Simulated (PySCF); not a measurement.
## SnF⁻: from constants to spectrum

UHF-CCSD(T) constants of SnF⁻, ³Σ⁻ (triplet), unpaired electrons π ↑↑ (basis Sn def2-TZVPPD with ECP28, F def2-TZVPPD; scalar-relativistic core potentials; PySCF 2.14; masses 119.9022 and 18.9984 u):

* ωe: 450.6 cm⁻¹
* ωexe: 3.04 cm⁻¹
* Be: 0.24641 cm⁻¹
* αe: 0.00219 cm⁻¹
* De to Sn + F⁻: 2.75 eV

**Question.** What force constant and bond length do these constants imply?

**Answer.** Reduced mass μred = 16.400 u; k = 5.8918×10⁻⁷·μred·ωe² (u, cm⁻¹, mdyn/Å) = 1.96 mdyn/Å; Re = √(16.8576/(μred·Be)) (u, cm⁻¹, Å) = 2.042 Å.

**Question.** Estimate the centrifugal constant D from the Kratzer relation and find the Dunham coefficient a1.

**Answer.** D = 4Be³/ωe² = 2.95e-07 cm⁻¹; a1 = −1 − αeωe/(6Be²) = -3.71.

Correlated steps freeze 5 core orbitals. Spin–orbit coupling is left out, which matters for elements this heavy, above all for dissociation energies. For an ion De counts to the pair picked by the measured ionisation energies or electron affinities, which need not be the lowest pair at this level. The state is the lowest determinant that a PBE0 search found; another state may lie lower at other levels.
